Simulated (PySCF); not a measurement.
## Excitation energy of Nb²⁺ by level of theory

Nb²⁺ [Kr] 4d3 (4F) → Nb²⁺ [Kr] 4d2 5p1 (high-spin determinant), as a difference of total energies. All numbers are calculated (PySCF 2.14, scalar relativity by spin-free X2C-1e, in ANO-RCC-VTZP (7s6p4d2f1g, 68 functions)). Correlated levels: valence and next inner shell: [Ar] 3d10 frozen. The calculations carry no spin-orbit coupling.

```
                                method  excitation energy (eV)
                                   UHF                   8.016
    MP2 (valence and next inner shell)                   8.306
SCS-MP2 (valence and next inner shell)                   8.239
   CCSD (valence and next inner shell)                   8.243
CCSD(T) (valence and next inner shell)                   8.226
```

Task: How much does correlation contribute at CCSD(T) (valence and next inner shell)?

Result: 8.226 − (8.016) = 0.210 eV, measured against UHF.

A first-order spin-orbit estimate (lowest level to lowest level, LS coupling) adds -0.089 eV.

The basis was made for the ground configuration and has no added diffuse functions, so the excitation energy can come out too high.

The determinant of the upper state mixes LS terms, which raises its energy above the lowest term, most at the Hartree-Fock and MP2 levels.
